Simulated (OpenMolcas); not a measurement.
# How basis sets differ on SnO (SMILES [O]=[Sn])

The species is SnO (2 atoms), meant as a singlet with charge 0. SMILES: `[O]=[Sn]`. The coordinates come from a PBE0-D4/def2-TZVP relaxation.

```xyz
2

O     0.0000    0.0000   -0.0071
Sn    0.0000    0.0000    1.8107
```

Each level gives the dipole moment (D). The values are calculated.

```csv
level,kind,program,value (D),CPU time
HF/ANO-RCC-MB (DKH2),Hartree–Fock,OpenMolcas,3.15,2.7 s
HF/STO-3G,Hartree–Fock,OpenMolcas,1.85,1.9 s
HF/3-21G,Hartree–Fock,OpenMolcas,3.77,1.9 s
HF/def2-TZVPPD (core potential),Hartree–Fock,OpenMolcas,5.30,7.5 s
```

All-electron rows without a relativistic Hamiltonian named are non-relativistic, while core potentials hold scalar relativity, so basis and relativity change together. The values span 1.85 to 5.30 D. Sets without polarisation functions give poor dipoles. CPU times are rough (shared hosts, several kinds of processor): they show what a rung costs within a factor of a few.
